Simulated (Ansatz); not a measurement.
`[OH][GeH2][SiH2][SiH3]` + `C=C` → `C=C[SiH2][SiH3]` + `[OH][GeH3]` at 400 K and 1 bar (formal exchange of groups at the Si–Ge bond).

Program: Ansatz. Geometries: PBE0-D4/def2-TZVP. ΔE: electronic, gas phase. CBS: MP2 limit from def2 TZ/QZ plus the TZ coupled-cluster correction, frozen cores. This one scheme is used for every species. For Ge outer-core shells are correlated without core-valence functions, which leaves a few kJ/mol of doubt a bond. Scalar relativity is left out up to krypton. One conformer a species, not always the lowest.

```csv
species,CCSD(T)/CBS energy (Eh),H − E (kJ/mol),S (J/(mol·K))
`[OH][GeH2][SiH2][SiH3]`,-2734.26561,229.0,445.6
`C=C`,-78.48111,149.4,232.7
`C=C[SiH2][SiH3]`,-659.04133,255.3,387.6
`[OH][GeH3]`,-2153.69723,116.2,291.7
```

H − E and S are ideal-gas, rigid-rotor, harmonic terms from PBE0-D4/def2-TZVP, for one conformer and one mirror image of each species. 1 Eh = 2625.50 kJ/mol, R = 8.31446 J/(mol·K).

By hand: ΔE, ΔH, ΔS and ΔG.

ΔE = (-659.04133) + (-2153.69723) − (-2734.26561) − (-78.48111) = 0.00816 Eh = 21.4 kJ/mol. Δ(H − E) = 255.3 + 116.2 − 229.0 − 149.4 = -6.9, so ΔH = 14.5 kJ/mol. ΔS = 387.6 + 291.7 − 445.6 − 232.7 = 1.0 J/(mol·K). ΔG = 14.5 − 400 × (1.0)/1000 = 14.1 kJ/mol.

By hand: the equilibrium constant, and the temperature at which ΔG would vanish if ΔH and ΔS stayed fixed.

log₁₀ K = −ΔG/(RT ln 10) = -1.8. ΔG = 0 at ΔH/ΔS = 14500 K, far beyond where these terms or the molecules hold.

The number of gas molecules stays the same, so ΔS is small and ΔH decides. A doubt of 5 kJ/mol in ΔE shifts log₁₀ K by 0.7 here. Other conformers and mirror images would add mixing entropy, several J/(mol·K) or more a flexible species. Modes under 60 cm⁻¹, often nearly free rotors, make the harmonic entropy too high. These are equilibria of isolated gas molecules and say nothing of rates. Largest T1 diagnostic: 0.013 (customary marks: 0.02 for closed shells, 0.045 for open ones).
